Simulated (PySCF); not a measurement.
C3H12AsGa.
Z-matrix (Å and degrees, PBE0-D3(BJ)/def2-SVP geometry), rows numbered from 1:
```
C 
C   1  1.5202
C   2  1.5235  1  113.16
As  2  1.9679  1  112.68  3   124.35
Ga  4  2.5873  2  116.70  1   178.60
H   1  1.1003  2  112.18  3   178.29
H   1  1.1025  2  110.14  3    58.36
H   1  1.1019  2  111.29  3   -60.69
H   2  1.1039  1  109.59  3  -121.76
H   3  1.1016  2  110.07  1   -58.95
H   3  1.1022  2  111.33  1    60.06
H   3  1.1002  2  112.06  1  -179.09
H   4  1.5137  2  100.62  1    48.70
H   4  1.5152  2  100.24  1   -50.69
H   5  1.5768  4   99.53  2  -171.57
H   5  1.5825  4   95.87  2   -51.06
H   5  1.5812  4   97.33  2    67.55
```

The calculation used PySCF 2.14.0, density-fitted response routines, TDDFT CAM-B3LYP/def2-SVPD, vertical, gas phase, core orbitals frozen in the response. Relativistic effects, spin–orbit coupling among them, are left out although an element past zinc is present.

```tsv
state	E (eV)	λ (nm)	ν̃ (cm⁻¹)	f	|μ| (D)	main configurations (H = HOMO, L = LUMO)
S1	6.71	184.7	54130	0.0072	0.53	H→L (53%), H→L+1 (9%)
S2	6.72	184.4	54220	0.023	0.94	H-2→L (38%), H→L (13%), H-1→L (11%)
S3	6.82	181.9	54980	0.013	0.71	H-1→L (44%), H-2→L (35%)
S4	7.18	172.7	57900	0.018	0.82	H-2→L+3 (50%), H→L (12%), H→L+2 (11%)
S5	7.23	171.4	58350	0.018	0.81	H→L+1 (39%), H-2→L+3 (13%), H→L+2 (12%)
S6	7.27	170.5	58660	0.018	0.81	H-2→L+2 (26%), H-1→L+1 (16%), H-1→L+2 (16%)
S7	7.35	168.6	59300	0.070	1.58	H-1→L+2 (44%), H-1→L+1 (21%), H→L+3 (14%)
S8	7.42	167.2	59810	0.226	2.83	H-2→L+2 (28%), H-1→L+1 (26%), H-1→L+3 (18%)
S9	7.44	166.7	59970	0.094	1.82	H→L+2 (32%), H-1→L+3 (17%), H→L+1 (16%)
S10	7.60	163.1	61330	0.092	1.78	H-1→L+3 (44%), H→L+2 (27%), H-2→L+3 (9%)
```

Triplets, Tamm–Dancoff:

| state | E (eV) | λ (nm) | main configurations (H = HOMO, L = LUMO) |
| --- | --- | --- | --- |
| T1 | 6.00 | 206.6 | H-2→L (59%), H-2→L+2 (22%) |
| T2 | 6.29 | 197.2 | H-2→L+3 (40%), H→L (28%), H→L+1 (8%) |
| T3 | 6.41 | 193.4 | H-1→L (49%), H-1→L+1 (14%), H-1→L+2 (12%) |
| T4 | 6.43 | 192.8 | H-2→L+3 (35%), H→L (29%) |

The lowest singlet comes at 185 nm (648 kJ/mol) in the vacuum ultraviolet; it is weak; its leading configuration is HOMO→LUMO (53%). The strongest level in the table is S8 at 7.42 eV (167 nm, f = 0.226). Löwdin shares by element: HOMO (one of a set within 0.03 eV) hydrogen 52% or more, gallium 40%, arsenic 4%; LUMO arsenic 24%, hydrogen 23% or more, gallium 11% (atoms not listed hold the other 41%). Weighted by f, the mean energy of these states is 7.37 eV. Of the 10 states listed, 9 reach f = 0.01 and none stays under 0.0005. Orbital energies (eV): HOMO-3 -10.86, HOMO-2 -9.28, HOMO-1 -9.06, HOMO -9.05, LUMO 0.50, LUMO+1 1.04, LUMO+2 1.12. No computed singlet lies in the visible range (380 to 750 nm); the lowest, at 185 nm, stands 3.45 eV above its violet end (3.26 eV). All these states lie below the vertical ionisation energy of 9.94 eV (ΔSCF). The window holds the lowest 10 singlets.

One conformer stands for the species.
